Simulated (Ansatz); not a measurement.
Geometry optimisation, RKS r2SCANh/def2-SVP in Ansatz 0.2.0.

The input (input.yaml):

```yaml
crystal:
  periodic: [false, false, false]
  atoms:
    - { symbol: W, position_ang: [-0.399102, 0.112271, -0.429727] }
    - { symbol: O, position_ang: [0.765734, 0.282085, 2.46561] }
    - { symbol: H, position_ang: [0.971676, -0.660574, 2.513458] }
    - { symbol: H, position_ang: [1.414715, 0.621372, 1.807253] }
    - { symbol: F, position_ang: [1.183237, 1.071542, -0.3586] }
    - { symbol: O, position_ang: [-2.065828, -0.317077, 0.199925] }
    - { symbol: H, position_ang: [-2.767104, -0.209799, 0.847925] }
    - { symbol: H, position_ang: [0.176263, -1.417086, -0.804097] }
    - { symbol: H, position_ang: [-0.747891, 0.239565, -2.060847] }
basis:
  gaussian: { orbitals: def2-SVP }
hamiltonian:
  xc: r2scanh
relax:
  f_tol: 0.03
  max_steps: 50
```

Launched with:

```bash
$ ansatz run input.yaml --threads 2 --pin off --max-ram 3072MiB --backend cpu --events-out ev --progress --plain --runs-dir out
```

Task: Where does it end, and by what steps?

Result: The run converged. After 9 steps the energy has fallen by 0.292 eV; O2 moved furthest, 0.52 Å. Joined: W1–O2 (3.13 → 2.47 Å).

| step | energy less start (eV) | largest force component (eV/Å) | accepted |
| --- | --- | --- | --- |
| 0 | 0.0000 | 1.057 | yes |
| 1 | -0.0817 | 1.728 | yes |
| 2 | -0.1680 | 2.187 | yes |
| 3 | -0.2537 | 1.643 | yes |
| 4 | -0.2843 | 0.397 | yes |
| 5 | -0.2900 | 0.197 | yes |
| 6 | -0.2897 | 0.133 | no |
| 7 | -0.2918 | 0.103 | yes |
| 8 | -0.2923 | 0.036 | yes |
| 9 | -0.2925 | 0.021 | yes |

```xyz
9
Properties=species:S:1:pos:R:3
W -0.285 0.070 -0.317
O 0.507 0.189 2.023
H 0.838 -0.682 2.273
H 1.295 0.748 1.990
F 1.267 1.086 -0.394
O -1.935 -0.304 0.380
H -2.656 -0.153 0.994
H 0.203 -1.454 -0.820
H -0.702 0.221 -1.948
```

Whether the end is a true minimum wasn't checked by a vibrational analysis.

Time of the run: 50 s on 2 threads of Arm Neoverse V1, with other jobs on the host, peak memory 0.23 GiB.
